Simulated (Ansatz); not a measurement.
Isolated molecules relaxed with PBE0-D4/def2-TZVP in Ansatz; ΔE leaves out vibrations. CBS: MP2 limit from def2 TZ/QZ plus the TZ coupled-cluster correction, frozen cores. This one scheme is used for every species. DFT in def2-TZVPP. B3LYP here is the variant with VWN-RPA as its local correlation; programs differ in this. Elements past krypton have def2 core potentials. For In outer-core shells are correlated without core-valence functions, which leaves a few kJ/mol of doubt a bond. Each species was taken in one conformer, which may not be the lowest.

Reaction (ligand exchange at the In–Cl bond): `[OH][In]([OH])[Cl]` + H–F → `[OH][In]([OH])[F]` + HCl

Q: Is it downhill or uphill in electronic energy at CCSD(T)/CBS, and by how much? (Estimate.)

A: Ansatz gave: Uphill: ΔE = +0.66 eV.

Q: What do these levels give: PBE-D4, B3LYP-D4, ωB97X-V, B2PLYP, PBE, B3LYP, SCS-MP2/def2-TZVPP, CCSD(T)/def2-TZVPP, HF/def2-QZVPP, SCS-MP2/def2-QZVPP, HF/CBS(def2), MP2/CBS(def2)? (An estimate is asked.)

A: Ansatz gave: PBE-D4 0.59, B3LYP-D4 0.60, ωB97X-V 0.59, B2PLYP 0.60, PBE 0.57, B3LYP 0.57, SCS-MP2/def2-TZVPP 0.64, CCSD(T)/def2-TZVPP 0.65, HF/def2-QZVPP 0.68, SCS-MP2/def2-QZVPP 0.64, HF/CBS(def2) 0.67, MP2/CBS(def2) 0.71 eV.

Largest T1 diagnostic among the species: 0.017.

From PBE to PBE0 (25 % exact exchange), in def2-TZVPP and without D4, ΔE moves by +0.10 eV. The D4 term adds +0.04 eV with B3LYP and +0.02 eV with PBE0; it sums over pairs of atoms, weighted by their polarisabilities, and B3LYP, whose exchange is more repulsive, gets the larger term.
